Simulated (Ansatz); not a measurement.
**Isomers**

Structures of CH₄OSe, closed shell, relaxed at PBE0-D4/def2-TZVP (vibrations not checked; lower isomers may exist, and structures with a doubtful reference or unclear bonds are left out). Ansatz 0.2.0; basis: def2-TZVPP; cores frozen in the correlated methods. Filled d shells of the heavier atoms are correlated. The def2 sets are not built for correlating such inner shells, so the correlated values are less sure here. B3LYP uses VWN-RPA correlation.

(1) Rank them by CCSD(T) energy, lowest first, and give each one's height above the lowest. Links in brackets join atoms within 1.22 times the sum of their covalent radii (1.1 for two metals). (To be estimated.)
A.
a complex of CH₂O ([CH2][O]) + H₂Se
```
7
angstrom
C -0.7287 0.8315 0.3746
O -0.8760 -0.1705 1.0132
Se 0.8780 -2.1784 -0.8658
H 2.1595 -2.7435 -1.3081
H -0.0761 0.8612 -0.5195
H -1.2386 1.7763 0.6487
H 1.3488 -2.0732 0.5167
```
B.
CH₄OSe ([OH][CH2][SeH])
```
7
angstrom
O -1.2389 0.2485 -0.6517
C -0.1301 0.5101 0.1428
Se 1.5469 -0.3325 -0.4617
H -1.3708 -0.7025 -0.7002
H -0.2653 0.2161 1.1868
H 0.0543 1.5820 0.0957
H 1.4040 -1.5218 0.3883
```
C.
a complex of CH₂O ([CH][OH]) + H₂Se
```
7
angstrom
O -0.7746 1.1285 -0.3290
C -1.8182 0.3471 -0.3710
Se 1.7536 -1.2699 1.0347
H -1.4121 -0.6135 0.0243
H 1.2329 -0.0069 0.4977
H -1.0254 2.0039 -0.6571
H 2.0253 -1.7706 -0.3169
```
D.
CH₄OSe ([CH3][O][SeH])
```
7
angstrom
C -0.5130 0.6523 -0.0630
O -0.5436 -0.7196 0.2799
Se 0.8034 -1.6910 -0.3952
H -0.4808 0.8009 -1.1469
H 0.3462 1.1601 0.3899
H -1.4336 1.0855 0.3347
H 1.8213 -1.2882 0.6006
```

(2) Do PBE-D4, r2SCAN-D4, PBE0-D4, B3LYP-D4, wB97M-V, HF, MP2 give the same order? (Judge from chemistry; the calculation decides.)

T1 diagnostic: at most 0.013. The restricted Hartree–Fock reference is unstable towards an unrestricted one at one or more of these structures.

For scale, one of the runs: CCSD(T)/def2-TZVPP, 166 basis functions, launched by `ansatz run in.yaml --threads 2 --pin off --events-out ev --progress --plain --max-ram 4352MiB`. Hardware: 2 CPU threads of an Arm Neoverse V1, shared host. Wall time 66 s; peak host memory 1.4 GiB.

Answers

(1) The calculation gives: B (0.0 kJ/mol), A (53.2 kJ/mol), D (71.7 kJ/mol), C (272.8 kJ/mol). Heights count from the lowest.

(2) By the calculation: All do.
